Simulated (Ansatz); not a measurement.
Job for Ansatz (an electronic-structure program): U-PBE/def2-TZVPP on HOSi (SMILES O=[SiH]), 2S+1 = 2, atoms moved off the minimum.

Ansatz 0.2 input:
```yaml
crystal:
  periodic: [false, false, false]
  atoms:
    - {symbol: O, position_ang: [0.98698871, -0.45038805, 0.16738938]}
    - {symbol: Si, position_ang: [-0.64403377, 0.42275109, -0.08992395]}
    - {symbol: H, position_ang: [-1.61684107, -0.21944311, -0.03356247]}
basis:
  gaussian:
    orbitals: def2-TZVPP
hamiltonian:
  xc: {name: PBE}
magnetization: {spin_polarized: true, initial_magnetization: 1}
output: {forces: true}
```

Output:

```
WARN ansatz: RAYON_NUM_THREADS=1 ignored (pool sized by the plan → 1); use --threads N
Functional definition: PBE
integrals: 0.02 GiB planned
498 factors; their error is unknown
mean field: 0.20 GiB planned
mean field evaluation 1: about -9919.2900 eV, gradient 5.3e1 eV
mean field evaluation 2: about -9727.3855 eV, gradient 1.4e2 eV
mean field evaluation 4: about -9925.1754 eV, gradient 3.6e1 eV
mean field evaluation 8: about -9931.5027 eV, gradient 6.4e-1 eV
mean field evaluation 16: about -9931.4886 eV, gradient 1.3e-3 eV
mean field evaluation 32: about -9929.2871 eV, gradient 9.9e0 eV
mean field -9931.48855390 eV, -364.9754725513 hartree, gradient 2.8e-5 eV, S^2 0.755979; 3 other end points of the search recorded, 0 dependent functions left out
the calculation of the forces begins
reference -9931.48858193 eV, -364.9754735813 hartree; 12, 11 occupied and 75, 76 virtual orbitals, 498 factors
Total energy: -9931.48858193 eV, -364.9754735813 hartree
Atom 0 at     0.986989    -0.450388     0.167389 Å, force    -5.543638     2.677015    -0.822129 eV/Å
Atom 1 at    -0.644034     0.422751    -0.089924 Å, force    15.682065     4.503168     0.146808 eV/Å
Atom 2 at    -1.616841    -0.219443    -0.033562 Å, force   -10.138427    -7.180183     0.675321 eV/Å
Dipole moment:    -0.736321     0.205037    -0.082037 e Å
```

Self-consistency was reached.

Cost: very roughly 1.1 core-seconds.
